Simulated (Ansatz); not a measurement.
Calculation: Ansatz (an electronic-structure program) with frozen-core CCSD(T)/def2-TZVPP // B3LYP-D3(BJ)/def2-TZVP.

Ansatz 0.2 input:
```yaml
crystal:
  periodic: [false, false, false]
  atoms:
    - { symbol: Cl, position_ang: [-1.843068, 1.232137, -0.061335] }
    - { symbol: Sn, position_ang: [-0.005512, -0.21166, 0.007052] }
    - { symbol: Cl, position_ang: [1.90474, 1.135992, -0.017563] }
    - { symbol: H, position_ang: [-0.04388, -1.029162, 1.4965] }
    - { symbol: H, position_ang: [-0.01228, -1.127308, -1.424654] }
basis:
  gaussian: { orbitals: def2-TZVPP }
correlation:
  method: ccsd_t
```

Output:

```
Functional definition: HF
1110 factors; integrals over basis functions are off by at most 8.2e-4 eV
mean field evaluation 1: about -30846.0610 eV, gradient 2.0e1 eV
mean field evaluation 2: about -30846.1909 eV, gradient 2.0e1 eV
mean field evaluation 4: about -30847.5187 eV, gradient 1.7e0 eV
mean field evaluation 8: about -30847.5387 eV, gradient 1.4e-1 eV
mean field evaluation 16: about -30847.0987 eV, gradient 1.1e1 eV
mean field -30847.53884766 eV, -1133.6261434386 hartree, gradient 2.3e-6 eV, S^2 0.000000; 0 other end points of the search recorded, 0 dependent functions left out
14 core orbitals not correlated
reference -30847.53884766 eV, -1133.6261434386 hartree; 15, 15 occupied and 133, 133 virtual orbitals, 1110 factors
second order -19.03244555 eV of doubles, -0.00000000 eV of singles
cycle   1  -19.45694742 eV  change   -4.2e-1 eV  update   9.1e-2
cycle   2  -19.91093908 eV  change   -4.5e-1 eV  update   2.5e-2
cycle   3  -19.97918228 eV  change   -6.8e-2 eV  update   1.3e-2
cycle   4  -19.96868860 eV  change    1.0e-2 eV  update   3.0e-3
cycle   5  -19.96695954 eV  change    1.7e-3 eV  update   1.1e-3
cycle   6  -19.96718004 eV  change   -2.2e-4 eV  update   2.9e-4
cycle   7  -19.96713030 eV  change    5.0e-5 eV  update   9.7e-5
cycle   8  -19.96712996 eV  change    3.4e-7 eV  update   2.8e-5
perturbative correction -0.72220436 eV, -0.0265405208 hartree
Total energy: -30868.22818198 eV, -1134.3864624514 hartree
```

Cost: about 19 core-seconds (a rough figure).
